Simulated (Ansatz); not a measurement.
Reaction (ligand exchange at the Si–N bond): `FB(F)N[SiH3]` + `O[Si]F` → `F[Si]O[SiH3]` + `NB(F)F`

Program: Ansatz. Geometries: PBE0-D4/def2-TZVP. ΔE: electronic, gas phase. CCSD(T)/CBS adds triple-zeta CCSD(T) − MP2 to the extrapolated MP2 energy (def2 sets, frozen cores). This one scheme is used for every species. One conformer a species, not always the lowest.

```tsv
level	ΔE (eV)
HF/def2-TZVPP	-0.68
SCS-MP2/def2-QZVPP	-0.59
```

Problem. What does CCSD(T)/CBS give? (Estimate.)

Solution. Ansatz gave: -0.56 eV. The listed levels differ from it by -0.12, -0.03 eV.

Largest T1 diagnostic among the species: 0.015.

From BLYP to BHLYP (50 % exact exchange), in def2-TZVPP and without D4, ΔE moves by −0.04 eV. Leaving LDA and LC-ωPBE aside and taking each functional with its dispersion term where it has one, the values, not all of them listed here, spread over 0.14 eV, from BHLYP-D4 to revPBE-D4.
